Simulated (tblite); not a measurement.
C5H14N2Si.
SMILES with atom numbers: `[CH3:1]/[CH:2]=[N:3]\[N:4]([SiH3:5])[CH2:6][CH2:7][CH3:8]` (hydrogens: H9, H10, H11 on C1; H12 on C2; H13, H14, H15 on Si5; H16, H17 on C6; H18, H19 on C7; H20, H21, H22 on C8)

Computed with GFN2-xTB (tblite), gas phase: L-BFGS steps from a force-field or distance-geometry start until the largest atomic force falls under 0.01 eV/Å.

Step 205: E = -691.5068 eV
```
atom  x, y, z in Å  |  force x, y, z in eV/Å
C1      3.0219    0.5061   -0.8584   -0.036   0.015   0.084
C2      2.5025   -0.2898    0.3017    0.043  -0.029   0.033
N3      1.3670   -0.3577    0.8478   -0.066   0.016  -0.005
N4      0.2387    0.3131    0.5357    0.043  -0.006   0.024
Si5    -0.0534    1.5887   -0.6102   -0.024   0.055  -0.045
C6     -0.8659   -0.2541    1.2955    0.040   0.037   0.011
C7     -1.5891   -1.3775    0.5403    0.017   0.051  -0.035
C8     -2.7854   -0.8689   -0.2542   -0.053   0.025  -0.013
H9      3.3807    1.4735   -0.5068    0.023   0.014  -0.045
H10     3.8540   -0.0195   -1.3183    0.032  -0.026  -0.022
H11     2.2461    0.6737   -1.5996    0.021   0.003  -0.046
H12     3.2316   -0.9256    0.7957   -0.016   0.012  -0.038
H13    -1.3234    2.1919   -0.2112    0.005  -0.018   0.034
H14    -0.1718    1.0905   -1.9910   -0.004   0.006   0.017
H15     1.0077    2.5888   -0.5078   -0.008  -0.018   0.013
H16    -1.5692    0.5408    1.5480   -0.028  -0.015   0.000
H17    -0.4333   -0.6431    2.2209   -0.005  -0.027  -0.034
H18    -1.9236   -2.1278    1.2578   -0.034  -0.028  -0.018
H19    -0.8781   -1.8569   -0.1366    0.020   0.011   0.069
H20    -3.1993   -1.6661   -0.8688   -0.009   0.019   0.012
H21    -3.5636   -0.5201    0.4238    0.014   0.008  -0.039
H22    -2.5042   -0.0409   -0.9054    0.025  -0.107   0.044
```

Step 206: E = -691.5084 eV
```
atom  x, y, z in Å  |  force x, y, z in eV/Å
C1      3.0188    0.5086   -0.8601   -0.030  -0.027   0.051
C2      2.5069   -0.2855    0.3046   -0.018  -0.011   0.051
N3      1.3709   -0.3552    0.8510   -0.033  -0.001  -0.026
N4      0.2394    0.3061    0.5308    0.040   0.022   0.023
Si5    -0.0559    1.5865   -0.6101   -0.007   0.053  -0.013
C6     -0.8634   -0.2582    1.2937   -0.005  -0.002   0.028
C7     -1.5922   -1.3816    0.5424    0.012   0.044  -0.035
C8     -2.7822   -0.8660   -0.2593   -0.016   0.067   0.028
H9      3.3814    1.4756   -0.5130    0.031   0.021  -0.045
H10     3.8457   -0.0222   -1.3241    0.041  -0.007  -0.020
H11     2.2399    0.6749   -1.5994    0.027   0.001  -0.018
H12     3.2399   -0.9140    0.8025   -0.023   0.022  -0.045
H13    -1.3269    2.1839   -0.2028    0.016  -0.017   0.019
H14    -0.1730    1.0916   -1.9920   -0.005   0.012   0.018
H15     1.0046    2.5881   -0.4992   -0.024  -0.027   0.003
H16    -1.5679    0.5349    1.5485   -0.015   0.002  -0.002
H17    -0.4304   -0.6477    2.2188    0.004  -0.029  -0.034
H18    -1.9354   -2.1261    1.2631   -0.028  -0.001  -0.034
H19    -0.8796   -1.8701   -0.1268   -0.005   0.013   0.058
H20    -3.2082   -1.6606   -0.8670   -0.014  -0.014   0.005
H21    -3.5547   -0.4956    0.4147    0.024  -0.018  -0.045
H22    -2.4882   -0.0480   -0.9174    0.028  -0.106   0.034
```

Step 207: E = -691.5098 eV
```
atom  x, y, z in Å  |  force x, y, z in eV/Å
C1      3.0173    0.5088   -0.8594   -0.007  -0.043   0.018
C2      2.5088   -0.2834    0.3078   -0.069   0.020   0.042
N3      1.3723   -0.3528    0.8540   -0.001  -0.021  -0.031
N4      0.2407    0.3045    0.5297    0.022   0.052   0.012
Si5    -0.0578    1.5872   -0.6093   -0.007   0.033   0.027
C6     -0.8623   -0.2599    1.2914   -0.034  -0.015   0.030
C7     -1.5914   -1.3828    0.5395    0.003   0.035  -0.001
C8     -2.7809   -0.8647   -0.2613    0.012   0.064   0.031
H9      3.3799    1.4783   -0.5188    0.031   0.013  -0.038
H10     3.8429   -0.0251   -1.3225    0.052   0.005  -0.016
H11     2.2400    0.6709   -1.6017    0.011   0.001   0.000
H12     3.2419   -0.9101    0.8058   -0.005   0.013  -0.031
H13    -1.3283    2.1797   -0.1916    0.022  -0.013   0.003
H14    -0.1787    1.0917   -1.9899   -0.005   0.016   0.007
H15     1.0019    2.5889   -0.4961   -0.021  -0.024  -0.005
H16    -1.5695    0.5309    1.5445   -0.010   0.022   0.006
H17    -0.4312   -0.6481    2.2175    0.011  -0.037  -0.028
H18    -1.9356   -2.1283    1.2589   -0.034   0.005  -0.018
H19    -0.8769   -1.8724   -0.1252   -0.002   0.005   0.015
H20    -3.2202   -1.6602   -0.8579   -0.013  -0.022   0.007
H21    -3.5439   -0.4753    0.4123    0.016  -0.031  -0.038
H22    -2.4793   -0.0586   -0.9288    0.027  -0.080   0.008
```

Q: Estimate the geometry and energy of step 208. (The exact step hangs on the optimiser's Hessian estimate; all steps are aligned on step 207, rigid shifts and turns removed.)

A: E = -691.5109 eV, largest force 0.091 eV/Å
```
atom  x, y, z in Å  |  force x, y, z in eV/Å
C1      3.0143    0.5097   -0.8599    0.015  -0.038  -0.027
C2      2.5099   -0.2803    0.3103   -0.082   0.034   0.021
N3      1.3737   -0.3511    0.8574    0.016  -0.033  -0.027
N4      0.2413    0.3027    0.5318    0.006   0.065   0.003
Si5    -0.0595    1.5855   -0.6077   -0.011   0.008   0.050
C6     -0.8614   -0.2634    1.2931   -0.041  -0.011   0.022
C7     -1.5918   -1.3841    0.5391   -0.009   0.000   0.034
C8     -2.7768   -0.8604   -0.2657    0.037   0.023   0.019
H9      3.3801    1.4802   -0.5253    0.026   0.001  -0.030
H10     3.8376   -0.0263   -1.3267    0.039   0.014   0.003
H11     2.2359    0.6710   -1.6020    0.010  -0.002   0.020
H12     3.2452   -0.9047    0.8064    0.002   0.004  -0.014
H13    -1.3307    2.1723   -0.1864    0.011  -0.004   0.000
H14    -0.1799    1.0889   -1.9873   -0.005   0.017  -0.002
H15     0.9958    2.5900   -0.4923   -0.006  -0.014  -0.007
H16    -1.5694    0.5264    1.5469   -0.006   0.028   0.013
H17    -0.4298   -0.6526    2.2182    0.009  -0.041  -0.027
H18    -1.9441   -2.1280    1.2578   -0.020   0.035  -0.028
H19    -0.8743   -1.8796   -0.1184   -0.028   0.019   0.001
H20    -3.2280   -1.6572   -0.8526   -0.001  -0.010   0.015
H21    -3.5332   -0.4532    0.4042    0.011  -0.033  -0.026
H22    -2.4652   -0.0667   -0.9422    0.026  -0.060  -0.010
```

The energy changes by -0.0011 eV. The first-order estimate −F·Δx gives -0.0015 eV and the mean of the old and new forces, exact on a quadratic surface, -0.0011 eV. The step makes an angle of 81° with the force vector and moves no atom by more than 0.026 Å.

What follows is the cost of the whole relaxation. The run took 2.5 s of wall time on one thread of an Arm Neoverse V1, no GPU, shared host.
